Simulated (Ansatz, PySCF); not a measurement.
Process, species as SMILES: CCOC [methoxyethane] -> [CH2]OCC + H atom (the C-H bond at the site shown breaks; other sites are not compared here)
Each molecule is optimised on its own at B3LYP-D3(BJ)/def2-TZVP (Ansatz, an electronic-structure program), one conformer each, not searched for the lowest.

Property: bond dissociation energy (0 K, with B3LYP-D3(BJ) harmonic zero-point energies from PySCF), in kJ/mol. Cores are frozen in the correlated levels unless marked. Open shells are spin-unrestricted. No spin-orbit coupling. No relativistic terms. CBS marks a two-point X^-3 extrapolation of the correlation energy; Hartree-Fock from the larger set. [CCSD(T)-MP2]/basis is that difference in the basis named.

RI-MP2/CBS(cc-pVTZ,cc-pVQZ)+[CCSD(T)-MP2]/cc-pVDZ (Ansatz) gives 401.8 kJ/mol.

Task: Another calculation gave 366.8 kJ/mol. Which level was it?
A) SVWN5/def2-TZVPD (Ansatz)
B) revPBE/def2-TZVPD (Ansatz)
C) HF/def2-TZVPD (PySCF)
D) B2PLYP/def2-TZVPD (Ansatz)

Result: B, revPBE/def2-TZVPD (Ansatz). The others give 383.7 (B2PLYP), 417.9 (SVWN5), 296.6 (HF) kJ/mol.
